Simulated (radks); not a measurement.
The numbers below are computed, except where a source is named.
Ionisation of neutral scandium, [Ar] 3d1 4s2, to [Ar] 3d1 4s1 as the strength of local exchange is varied. Level of theory: non-relativistic Kohn-Sham, Slater X-alpha exchange (alpha = 2/3 is LDA exchange), no correlation, spin-polarised, spherical densities, point nucleus; open shells are filled with parallel spins first (a radial shooting solver on a logarithmic mesh with Libxc functionals).

| alpha | E(Sc) (hartree) | exchange (hartree) | IE (eV) | -e of the level emptied (eV) | <r> of it (bohr) |
|---|---|---|---|---|---|
| 0.566 | -751.71056 | -29.69251 | 5.004 | 2.776 (4s) | 4.003 |
| 0.59 | -752.97056 | -30.99846 | 5.094 | 2.870 (4s) | 3.979 |
| 0.614 | -754.23247 | -32.30811 | 5.185 | 2.966 (4s) | 3.955 |
| 0.667 | -757.02591 | -35.21330 | 5.393 | 3.188 (4s) | 3.901 |
| 0.855 | -767.00888 | -45.66300 | 6.190 | 4.055 (4s) | 3.711 |
| 0.981 | -773.76386 | -52.79204 | 6.770 | 4.699 (4s) | 3.590 |

NIST Atomic Spectra Database: 6.561 eV (measured). The Delta-SCF value meets it near alpha = 0.94. Open shells are spherical and high-spin; term and fine-structure splittings are not resolved.
